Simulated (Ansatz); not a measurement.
`[O][In]([Cl])[Cl]` radical. Charge 0, multiplicity 2. In: def2 effective core potential.

```xyz
4

O    -1.955    0.403   -0.473
In   -0.059    0.012   -0.014
Cl    0.595   -2.166    0.278
Cl    1.419    1.752    0.209
```

(1) List the harmonic frequencies (cm⁻¹, unscaled) at PBE0-D4/def2-TZVP in Ansatz. (An estimate is asked.)

(2) Is this a minimum?

(3) Give the ideal-gas thermochemistry at 298.15 K and 1 bar (rigid rotor, harmonic oscillator; point group C2v, symmetry number 2).

## Answers

(1) The calculation gave: 87, 106, 117, 364, 399, 599.

(2) Yes, all 6 modes are real.

(3) Zero-point energy 10.0 kJ/mol; H(298) − E = 27.8 kJ/mol; entropy 346.1 J/(mol·K), of which translation 175.0, rotation 112.0, vibration 53.4, electronic 5.8; G(298) − E = -75.4 kJ/mol. Modes under 100 cm⁻¹ are hindered rotations or soft bends, so the harmonic entropy is rough.
